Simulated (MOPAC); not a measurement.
MOPAC input (PM7):

```
PM7 1SCF UHF MS=0.5 GEO-OK AUX(PRECISION=9) THREADS=1
CHO

C    -0.05316400 1   -0.04635300 1   -0.58158900 1
O    -0.06242300 1    0.00239200 1    0.58918400 1
H     0.81836600 1    0.25898200 1   -1.22393700 1
```

From the output:

```
                                                       MOPAC v23.2.5 Linux

          FINAL HEAT OF FORMATION =          0.92318 KCAL/MOL =       3.86257 KJ/MOL

          COSMO AREA              =         59.10 SQUARE ANGSTROMS
          COSMO VOLUME            =         41.32 CUBIC ANGSTROMS

          IONIZATION POTENTIAL    =          9.363223 EV
          ALPHA SOMO LUMO (EV)    =         -9.363  0.695
          BETA  SOMO LUMO (EV)    =        -13.168  0.370
          NO. OF ALPHA ELECTRONS  =          6
          NO. OF BETA  ELECTRONS  =          5
          MOLECULAR WEIGHT        =         29.0183         POINT GROUP:  Cs

          MOLECULAR DIMENSIONS (Angstroms)

            Atom       Atom       Distance
            H     3    O     2     2.03200
            O     2    C     1     0.53509
            H     3    O     2     0.00000

          SCF CALCULATIONS        =          1

   ATOM   CHEMICAL          X               Y               Z
  NUMBER   SYMBOL      (ANGSTROMS)     (ANGSTROMS)     (ANGSTROMS)

     1       C         -0.05316400  *  -0.04635300  *  -0.58158900  *
     2       O         -0.06242300  *   0.00239200  *   0.58918400  *
     3       H          0.81836600  *   0.25898200  *  -1.22393700  *

                             CARTESIAN COORDINATES

   1    C       -0.053164000    -0.046353000    -0.581589000
   2    O       -0.062423000     0.002392000     0.589184000
   3    H        0.818366000     0.258982000    -1.223937000

           Empirical Formula: C H O  =     3 atoms

      MOLECULAR POINT GROUP   :   Cs

          ALPHA EIGENVALUES
 -32.62192 -21.76986 -16.39443 -14.82407 -14.13118  -9.36322   0.69452   4.37070
   4.84898

           BETA EIGENVALUES
 -31.62793 -21.00945 -15.30886 -14.50361 -13.16768   0.36968   1.04068   4.61290
   5.57240

              NET ATOMIC CHARGES AND DIPOLE CONTRIBUTIONS

  ATOM NO.   TYPE          CHARGE      No. of ELECS.   s-Pop       p-Pop
    1          C           0.191432        3.8086     1.37503     2.43353
    2          O          -0.311932        6.3119     1.85990     4.45203
    3          H           0.120499        0.8795     0.87950
 DIPOLE           X         Y         Z       TOTAL
 POINT-CHG.     0.518     0.104    -2.126     2.191
 HYBRID         0.623     0.269     0.682     0.962
 SUM            1.142     0.373    -1.444     1.878

          ATOMIC ORBITAL ELECTRON POPULATIONS

     Atom    s        px        py        pz
    1  C   1.37503   0.94518   0.61509   0.87327
    2  O   1.85990   1.64908   1.47217   1.33078
    3  H   0.87950

                    (SZ)    =    0.500000
                    (S**2)  =    0.752042

          ATOMIC ORBITAL SPIN POPULATIONS

    Atom   Total    s     px     py     pz
         Atomic
    1  C  0.5533  0.131  0.320  0.051  0.052
    2  O  0.3111  0.009  0.242  0.040  0.020
    3  H  0.1356  0.136

 **********************
 *                    *
 * JOB ENDED NORMALLY *
 *                    *
 **********************

 == MOPAC DONE ==
```

The geometry given is a B3LYP-D3(BJ)/def2-TZVP minimum.
